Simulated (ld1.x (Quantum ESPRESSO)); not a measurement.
## u(r) = r·R(r): atom against pseudo-atom (platinum (Pt))

Columns: radius, all-electron u(r) and pseudo u(r) of the 6p shell (level -6.66 eV) of platinum in the configuration [Xe] 4f14 5d9 6s0 6p0; PBE, scalar-relativistic, ultrasoft scheme, ld1.x (Quantum ESPRESSO) 7.5.

| r (bohr) | all-electron | pseudo |
| --- | --- | --- |
| 0.155 | -0.0923 | 0.0048 |
| 0.310 | 0.1372 | 0.0189 |
| 0.465 | 0.0605 | 0.0418 |
| 0.620 | -0.1245 | 0.0724 |
| 0.775 | -0.2295 | 0.1094 |
| 0.930 | -0.2352 | 0.1515 |
| 1.085 | -0.1733 | 0.1969 |
| 1.240 | -0.0770 | 0.2439 |
| 1.395 | 0.0304 | 0.2912 |
| 1.550 | 0.1354 | 0.3371 |
| 1.705 | 0.2311 | 0.3806 |
| 1.860 | 0.3145 | 0.4206 |
| 2.015 | 0.3846 | 0.4565 |
| 2.170 | 0.4419 | 0.4877 |
| 2.325 | 0.4872 | 0.5142 |
| 2.480 | 0.5215 | 0.5358 |
| 2.635 | 0.5462 | 0.5526 |
| 2.790 | 0.5625 | 0.5646 |
| 2.945 | 0.5716 | 0.5720 |
| 3.100 | 0.5746 | 0.5746 |
| 3.255 | 0.5724 | 0.5724 |
| 3.410 | 0.5658 | 0.5658 |
| 3.565 | 0.5556 | 0.5556 |
| 3.720 | 0.5425 | 0.5425 |
| 3.875 | 0.5269 | 0.5269 |
| 4.030 | 0.5094 | 0.5094 |

**Question.** How many radial nodes do the two functions have?

**Answer.** The all-electron 6p function has n − l − 1 = 4 (the table is too coarse to show those close to the nucleus); the pseudo-wave has 0, since the states of the same l below it are removed with the core.

**Question.** At about which radius was the pseudo-wave matched?

**Answer.** 3.10 bohr. The columns agree to 0.0005 from 2.94 bohr on; several derivatives are matched, so the curves merge somewhat inside the radius.

**Question.** Where does each function peak?

**Answer.** Outermost all-electron maximum near 3.10 bohr, pseudo maximum near 3.10 bohr (to the table’s step).

**Question.** Is the pseudo-wave norm-conserving?

**Answer.** No, it belongs to an ultrasoft set: the norm inside the radius is not constrained, and the difference is carried by the augmentation charge.
